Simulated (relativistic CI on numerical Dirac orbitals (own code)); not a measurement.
Spin-allowed bands of a d3 ion in an octahedral site, by hand

Problem. A d3 ion in an octahedral site has a 4A2 ground term and spin-allowed bands at ν1 = 17550 and ν2 = 23680 cm⁻¹ (from a computed ligand-field model). Find Δ and the Racah parameter B, and predict the third band.

Working.
1. The F term splits into A2 (−1.2Δ), T2 (−0.2Δ) and T1 (+0.6Δ), so ν1 = E(T2) − E(A2) = Δ = 17550 cm⁻¹.
2. T1(F) mixes with T1(P), which lies at 15B, through an element 0.4Δ. The two roots, counted from A2, are ν2,3 = ½(15B + 3Δ) ∓ ½√[(15B − Δ)² + 12BΔ].
3. Solving the lower root for B gives B = (2ν1² + ν2² − 3ν1ν2)/(15ν2 − 27ν1) = -70004600/-118650 = 590 cm⁻¹.
4. The sum of the roots is 15B + 3Δ, so ν3 = 15B + 3ν1 − ν2 = 37820 cm⁻¹ (264 nm).

Check. The bands were computed by exact diagonalisation of the d3 shell with B = 590 and Δ = 17550 cm⁻¹, which gives ν3 = 37820 cm⁻¹. C does not enter the terms of highest spin.
